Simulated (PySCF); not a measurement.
## Interval between two levels of Ru⁺ by level of theory

Ru⁺ [Kr] 4d7 [4F9/2, M_J = 9/2] → Ru⁺ [Kr] 4d6 5p1 [6F11/2, M_J = 11/2], as a difference of total energies. Calculation: PySCF 2.14, in x2c-TZVPall-2c (8s9p7d1f, 77 functions); the two-component X2C-1e Hamiltonian. Correlated levels: [Ar] 3d10 frozen; the 6 highest virtual spinors dropped. "Screened" scales the spin-orbit matrix elements by Boettger's factors to mimic the two-electron term; Breit and QED terms are absent.

```json
{"method": "GHF (spin-free)", "interval between two levels (cm⁻¹)": "41184"}
{"method": "GMP2 (spin-free)", "interval between two levels (cm⁻¹)": "47219"}
{"method": "GHF (screened spin-orbit)", "interval between two levels (cm⁻¹)": "42059"}
{"method": "GMP2 (screened spin-orbit)", "interval between two levels (cm⁻¹)": "48209"}
```

The labels give the starting determinants; with spin-orbit coupling the two ends relaxed to ⟨J²⟩ = 24.77, ⟨L²⟩ = 12.12, ⟨S²⟩ = 3.74 and ⟨J²⟩ = 35.76, ⟨L²⟩ = 12.10, ⟨S²⟩ = 8.71.
